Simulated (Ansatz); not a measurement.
**One reagent, a row of partners**

Four-centre ligand exchange: H₂ meets different compounds of Zn. Each row is one chosen step, not always the lowest open to these reactants.

Gas-phase electronic energies, without zero-point energy, by CCSD(T) at an estimated basis limit (MP2 extrapolated from triple and quadruple zeta, plus CCSD(T) − MP2 in triple zeta); Ansatz 0.2.0, def2-TZVPP and QZVPP, frozen cores, on PBE0-D4/def2-TZVP structures. Extrapolation: Hartree–Fock as exp(−7.88 √X), correlation as X^−2.97. All energies, in kcal/mol, count from the separated reactants, without counterpoise correction; the start and end structures are the complexes reached by relaxing down from the saddle, and deeper ones may exist. Brackets give SMILES, or, where every atom is bracketed, only which atoms are joined. Steps whose reference was doubtful or whose search ended elsewhere are left out.

| reactants | products | broken | formed | start structure | saddle | end structure | saddle by PBE0-D4/TZ |
| --- | --- | --- | --- | --- | --- | --- | --- |
| ZnHClO ([OH][Zn][Cl]) + H₂ | ZnHCl ([Cl][ZnH]) + H₂O, still joined by a dative O–Zn bond | H–H, O–Zn | H–O, H–Zn | -1.76 | 23.29 | -9.07 | 18.80 |
| ZnHOF ([OH][Zn][F]) + H₂ | ZnH₂O ([OH][ZnH]) + HF | F–Zn, H–H | F–H, H–Zn | -2.00 | ? | 6.92 | 19.13 |
| ZnH₂SO ([OH][Zn][SH]) + H₂ | ZnH₂O ([OH][ZnH]) + H₂S, still joined by a dative S–Zn bond | H–H, S–Zn | H–S, H–Zn | -1.35 | 36.74 | 9.78 | 31.43 |
| CH₄SZn ([CH3][Zn][SH]) + H₂ | CH₄Zn ([CH3][ZnH]) + H₂S | H–H, S–Zn | H–S, H–Zn | -0.57 | 36.34 | 17.21 | 30.94 |
| ZnCl₂ + H₂ | ZnHCl ([Cl][ZnH]) + HCl | Cl–Zn, H–H | Cl–H, H–Zn | -1.16 | 36.72 | 22.40 | 31.06 |
| ZnBrCl + H₂ | ZnHCl ([Cl][ZnH]) + HBr | Br–Zn, H–H | Br–H, H–Zn | -1.10 | 38.86 | 26.13 | 33.34 |

Task: Fit a straight line of the saddle against the PBE0-D4 saddle to the 5 complete rows, and use it to predict the missing value.

Result: Means: x̄ = 29.11, ȳ = 34.39. Σ(x − x̄)(y − ȳ) = 146.9 and Σ(x − x̄)² = 136.7, so the slope is 1.075 (correlation 1.00). For x = 19.13: y = 34.39 + 1.075 × (19.13 − (29.11)) = 23.66 kcal/mol. The calculation gives 23.55 kcal/mol, so the line misses by 0.11 kcal/mol.

Above its own start structure that saddle lies 25.55 kcal/mol.

Task: How do the PBE0-D4 saddles lie against the coupled-cluster estimate?

Result: All lower, by 4.41 to 5.66 kcal/mol.

The T1 diagnostic stays at or below 0.018. The filled d shells of Br are correlated in sets not built for that, so values that involve them are less sure.

For scale, one of the runs: CCSD(T)/def2-TZVPP, 221 basis functions (an equivalent command: `ansatz run in.yaml --threads 4`). The run took 22 s on 4 CPU threads (shared host), with 3.4 GiB of host memory at its peak.
